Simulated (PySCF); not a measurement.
C2H8N2, charge +1, doublet, geometry from GFN2-xTB (a state made from the parent by changing its charge; the spin is typed, not shown lowest); PBE/3-21G (PySCF).

The PySCF input:
```python
from pyscf import gto, scf, dft

mol = gto.M(
    atom='''
N     1.77891090    0.55031926   -0.01729907
C     0.52859060    0.36734507    0.52525391
C    -0.52859060   -0.36734507   -0.52525391
N    -1.77891090   -0.55031926    0.01729907
H     2.43560311   -0.21469056   -0.05396894
H     1.95477767    1.32102990   -0.64412071
H     0.06092131    1.32236691    0.76896346
H     0.56751818   -0.29566556    1.39074636
H    -0.06092131   -1.32236691   -0.76896346
H    -0.56751818    0.29566556   -1.39074636
H    -2.43560311    0.21469056    0.05396894
H    -1.95477767   -1.32102990    0.64412071
''',
    basis='3-21g',
    charge=1,
    spin=1,
    verbose=4,
    symmetry=True,
    symmetry_subgroup='Ci',
)

mf = dft.UKS(mol)
mf.xc = 'pbe'
mf.kernel()
mf.analyze()
```

Problem. What does PySCF print? Leave out banner, timings and long lists.

Solution. 
```
PySCF version 2.14.0

[INPUT] verbose = 4
[INPUT] num. atoms = 12
[INPUT] num. electrons = 33
[INPUT] charge = 1
[INPUT] spin (= nelec alpha-beta = 2S) = 1
[INPUT] symmetry True subgroup Ci
[INPUT] Mole.unit = angstrom
[INPUT] Symbol           X                Y                Z      unit          X                Y                Z       unit  Magmom
[...]
nuclear repulsion = 132.323625520199
point group symmetry = C2h, use subgroup Ci
symmetry origin: [-1.30614473e-17  1.30614473e-17  0.00000000e+00]
symmetry axis x: [ 0.13764352 -0.31745142 -0.93823177]
symmetry axis y: [0.94992694 0.31058692 0.03427194]
symmetry axis z: [ 0.28052284 -0.89596895  0.34430594]
num. orbitals of irrep Ag = 26
num. orbitals of irrep Au = 26
number of shells = 36
number of NR pGTOs = 84
number of NR cGTOs = 52
basis = 3-21g
ecp = {}

******** <class 'pyscf.dft.uks_symm.SymAdaptedUKS'> ********
method = SymAdaptedUKS
initial guess = minao
damping factor = 0
level_shift factor = 0
DIIS = <class 'pyscf.scf.diis.CDIIS'>
diis_start_cycle = 1
diis_space = 8
diis_damp = 0
SCF conv_tol = 1e-09
SCF conv_tol_grad = None
SCF max_cycles = 50
direct_scf = True
direct_scf_tol = 1e-13
number electrons alpha = 17  beta = 16
XC library pyscf.dft.libxc version 7.1.2
    S. Lehtola, C. Steigemann, M. J. T. Oliveira, and M. A. L. Marques,  SoftwareX 7, 1–5 (2018)
XC functionals = pbe
    J. P. Perdew, K. Burke, and M. Ernzerhof,  Phys. Rev. Lett. 77, 3865 (1996)
    J. P. Perdew, K. Burke, and M. Ernzerhof,  Phys. Rev. Lett. 78, 1396 (1997)
    J. P. Perdew, K. Burke, and M. Ernzerhof,  Phys. Rev. Lett. 77, 3865 (1996)
    J. P. Perdew, K. Burke, and M. Ernzerhof,  Phys. Rev. Lett. 78, 1396 (1997)
radial grids:
    Treutler-Ahlrichs [JCP 102, 346 (1995); DOI:10.1063/1.469408] (M4) radial grids

becke partition: Becke, JCP 88, 2547 (1988); DOI:10.1063/1.454033
pruning grids: <function nwchem_prune>
grids dens level: 3
symmetrized grids: True
atomic radii adjust function: <function treutler_atomic_radii_adjust>
small_rho_cutoff = 0
Freeze 0 electrons in irreps []
    33 free electrons in irreps Ag Au
Set gradient conv threshold to 3.16228e-05
tot grids = 134504
init E= -189.353469537477

cycle= 1 E= -188.949299445298  delta_E= 0.404  |g|= 0.131  |ddm|= 2.14
cycle= 2 E= -188.948209009064  delta_E= 0.00109  |g|= 0.151  |ddm|= 0.253
cycle= 3 E= -188.95768141323  delta_E= -0.00947  |g|= 0.0246  |ddm|= 0.139
cycle= 4 E= -188.957878403832  delta_E= -0.000197  |g|= 0.0145  |ddm|= 0.0365
cycle= 5 E= -188.95798259216  delta_E= -0.000104  |g|= 0.00145  |ddm|= 0.0164
cycle= 6 E= -188.957984367659  delta_E= -1.78e-06  |g|= 0.000235  |ddm|= 0.00262
cycle= 7 E= -188.957984431651  delta_E= -6.4e-08  |g|= 3.59e-05  |ddm|= 0.000524
cycle= 8 E= -188.957984432871  delta_E= -1.22e-09  |g|= 6.93e-06  |ddm|= 8.87e-05
cycle= 9 E= -188.957984432912  delta_E= -4.18e-11  |g|= 1.41e-06  |ddm|= 1.81e-05
Extra cycle  E= -188.957984432913  delta_E= -2.84e-13  |g|= 1.75e-06  |ddm|= 4.95e-06
converged SCF energy = -188.957984432913  <S^2> = 0.75152878  2S+1 = 2.0015282
**** SCF Summaries ****
Total Energy =                        -188.957984432912724
Nuclear Repulsion Energy =             132.323625520198732
One-electron Energy =                 -508.891175413802785
Two-electron Energy =                  187.609565460691329
Two-electron Coulomb Energy =          214.658067974361558
DFT Exchange-Correlation Energy =      -27.048502513670243
Wave-function symmetry = Ag
alpha occupancy for each irrep:     Ag   Au
                                     9    8
beta  occupancy for each irrep:     Ag   Au
                                     8    8
**** MO energy ****
alpha MO #1 (Au #1), energy= -14.162076627937 occ= 1
alpha MO #2 (Ag #1), energy= -14.1617870392133 occ= 1
alpha MO #3 (Au #2), energy= -10.0812454375762 occ= 1
alpha MO #4 (Ag #2), energy= -10.080649191625 occ= 1
alpha MO #5 (Ag #3), energy= -1.06807392568468 occ= 1
alpha MO #6 (Au #3), energy= -1.04958717707991 occ= 1
alpha MO #7 (Ag #4), energy= -0.854343822157579 occ= 1
alpha MO #8 (Au #4), energy= -0.780722232060072 occ= 1
alpha MO #9 (Au #5), energy= -0.708918561794179 occ= 1
alpha MO #10 (Ag #5), energy= -0.68925936454134 occ= 1
alpha MO #11 (Au #6), energy= -0.651824757985819 occ= 1
alpha MO #12 (Ag #6), energy= -0.636995044424048 occ= 1
alpha MO #13 (Au #7), energy= -0.573444752014215 occ= 1
alpha MO #14 (Ag #7), energy= -0.571737749220038 occ= 1
alpha MO #15 (Ag #8), energy= -0.517714840401217 occ= 1
alpha MO #16 (Au #8), energy= -0.458461206927733 occ= 1
alpha MO #17 (Ag #9), energy= -0.390369114209411 occ= 1
alpha MO #18 (Ag #10), energy= -0.118513936522286 occ= 0
alpha MO #19 (Au #9), energy= -0.115624556268299 occ= 0
alpha MO #20 (Au #10), energy= -0.0866959047479474 occ= 0
alpha MO #21 (Ag #11), energy= -0.0609965151603582 occ= 0
alpha MO #22 (Ag #12), energy= -0.0484975335076232 occ= 0
alpha MO #23 (Au #11), energy= -0.0461764663904636 occ= 0
alpha MO #24 (Au #12), energy= -0.0318455093048455 occ= 0
alpha MO #25 (Ag #13), energy= 0.00692797224362929 occ= 0
alpha MO #26 (Au #13), energy= 0.0168745347532324 occ= 0
alpha MO #27 (Au #14), energy= 0.0405811847477584 occ= 0
alpha MO #28 (Ag #14), energy= 0.0847006820132568 occ= 0
alpha MO #29 (Au #15), energy= 0.435045169651178 occ= 0
alpha MO #30 (Au #16), energy= 0.443120793118199 occ= 0
alpha MO #31 (Ag #15), energy= 0.491723701575971 occ= 0
alpha MO #32 (Au #17), energy= 0.511844862123255 occ= 0
alpha MO #33 (Ag #16), energy= 0.558807089671013 occ= 0
alpha MO #34 (Ag #17), energy= 0.558827569206894 occ= 0
alpha MO #35 (Ag #18), energy= 0.646084161608529 occ= 0
alpha MO #36 (Au #18), energy= 0.696430862989032 occ= 0
alpha MO #37 (Ag #19), energy= 0.720032750439562 occ= 0
alpha MO #38 (Au #19), energy= 0.755009704303206 occ= 0
alpha MO #39 (Ag #20), energy= 0.765049119431171 occ= 0
alpha MO #40 (Au #20), energy= 0.801532880388284 occ= 0
alpha MO #41 (Au #21), energy= 0.849882198705094 occ= 0
alpha MO #42 (Au #22), energy= 0.882967598582269 occ= 0
alpha MO #43 (Ag #21), energy= 0.891572379021296 occ= 0
alpha MO #44 (Ag #22), energy= 0.925778649514145 occ= 0
alpha MO #45 (Ag #23), energy= 1.02604298178962 occ= 0
alpha MO #46 (Au #23), energy= 1.03326868269505 occ= 0
alpha MO #47 (Au #24), energy= 1.10373538416387 occ= 0
alpha MO #48 (Ag #24), energy= 1.35073373944082 occ= 0
alpha MO #49 (Ag #25), energy= 1.50835232263135 occ= 0
alpha MO #50 (Au #25), energy= 1.78518946568219 occ= 0
alpha MO #51 (Ag #26), energy= 2.09627150347931 occ= 0
alpha MO #52 (Au #26), energy= 2.2896580028274 occ= 0
beta  MO #1 (Au #1), energy= -14.1553370258878 occ= 1
beta  MO #2 (Ag #1), energy= -14.1550487816881 occ= 1
beta  MO #3 (Au #2), energy= -10.0796107828344 occ= 1
beta  MO #4 (Ag #2), energy= -10.0790188913035 occ= 1
beta  MO #5 (Ag #3), energy= -1.05518915898375 occ= 1
beta  MO #6 (Au #3), energy= -1.03555824298237 occ= 1
beta  MO #7 (Ag #4), energy= -0.844070785240729 occ= 1
beta  MO #8 (Au #4), energy= -0.775077852254483 occ= 1
beta  MO #9 (Au #5), energy= -0.704238776458043 occ= 1
beta  MO #10 (Ag #5), energy= -0.684053383341056 occ= 1
beta  MO #11 (Au #6), energy= -0.645793609560469 occ= 1
beta  MO #12 (Ag #6), energy= -0.628850956932644 occ= 1
beta  MO #13 (Au #7), energy= -0.569956163248809 occ= 1
beta  MO #14 (Ag #7), energy= -0.556338469158947 occ= 1
beta  MO #15 (Ag #8), energy= -0.515085315464677 occ= 1
beta  MO #16 (Au #8), energy= -0.423271063420823 occ= 1
beta  MO #17 (Ag #9), energy= -0.355541539764609 occ= 0
beta  MO #18 (Ag #10), energy= -0.114407438335732 occ= 0
beta  MO #19 (Au #9), energy= -0.109804816236589 occ= 0
beta  MO #20 (Au #10), energy= -0.0839122548774438 occ= 0
beta  MO #21 (Ag #11), energy= -0.0589596498895171 occ= 0
beta  MO #22 (Ag #12), energy= -0.043722283925268 occ= 0
beta  MO #23 (Au #11), energy= -0.0370876305163663 occ= 0
beta  MO #24 (Au #12), energy= -0.0254429425503151 occ= 0
beta  MO #25 (Ag #13), energy= 0.0100763296470592 occ= 0
beta  MO #26 (Au #13), energy= 0.0207752646144326 occ= 0
beta  MO #27 (Au #14), energy= 0.0483536400820062 occ= 0
beta  MO #28 (Ag #14), energy= 0.0908423373539797 occ= 0
beta  MO #29 (Au #15), energy= 0.439882038460038 occ= 0
beta  MO #30 (Au #16), energy= 0.444584912456079 occ= 0
beta  MO #31 (Ag #15), energy= 0.498201946414917 occ= 0
beta  MO #32 (Au #17), energy= 0.520073770442103 occ= 0
beta  MO #33 (Ag #16), energy= 0.55921519391625 occ= 0
beta  MO #34 (Ag #17), energy= 0.568225286601095 occ= 0
beta  MO #35 (Ag #18), energy= 0.648982356341819 occ= 0
beta  MO #36 (Au #18), energy= 0.701325241208246 occ= 0
beta  MO #37 (Ag #19), energy= 0.725369170706623 occ= 0
beta  MO #38 (Au #19), energy= 0.757079251967175 occ= 0
beta  MO #39 (Ag #20), energy= 0.768155378982517 occ= 0
beta  MO #40 (Au #20), energy= 0.815971224282703 occ= 0
beta  MO #41 (Au #21), energy= 0.852217124099497 occ= 0
beta  MO #42 (Ag #21), energy= 0.89534046992577 occ= 0
beta  MO #43 (Au #22), energy= 0.903565412831308 occ= 0
beta  MO #44 (Ag #22), energy= 0.953467662811896 occ= 0
beta  MO #45 (Ag #23), energy= 1.03337365160376 occ= 0
beta  MO #46 (Au #23), energy= 1.04129123963705 occ= 0
beta  MO #47 (Au #24), energy= 1.11088433409413 occ= 0
beta  MO #48 (Ag #24), energy= 1.3569029927583 occ= 0
beta  MO #49 (Ag #25), energy= 1.51425113978794 occ= 0
beta  MO #50 (Au #25), energy= 1.79171611139445 occ= 0
beta  MO #51 (Ag #26), energy= 2.11564009171734 occ= 0
beta  MO #52 (Au #26), energy= 2.30663136278944 occ= 0
 ** Mulliken pop alpha/beta on meta-lowdin orthogonal AOs **
 ** Mulliken pop       alpha | beta **
In total            17.00000 | 16.00000
 ** Mulliken atomic charges   ( Nelec_alpha | Nelec_beta ) **
charge of  0N =     -0.21843  (     3.81630      3.40213 )
charge of  1C =     -0.08803  (     3.08298      3.00505 )
charge of  2C =     -0.08803  (     3.08298      3.00505 )
charge of  3N =     -0.21843  (     3.81630      3.40213 )
charge of  4H =      0.25728  (     0.36644      0.37628 )
charge of  5H =      0.25729  (     0.36644      0.37628 )
charge of  6H =      0.14594  (     0.43392      0.42013 )
charge of  7H =      0.14595  (     0.43392      0.42013 )
charge of  8H =      0.14594  (     0.43392      0.42013 )
charge of  9H =      0.14595  (     0.43392      0.42013 )
charge of  10H =      0.25728  (     0.36644      0.37628 )
charge of  11H =      0.25729  (     0.36644      0.37628 )

WARN: System has nonzero charge 1; the dipole moment is origin-dependent.
Location of origin: [0. 0. 0.]

Dipole moment(X, Y, Z, Debye):  0.00000,  0.00000, -0.00000
```
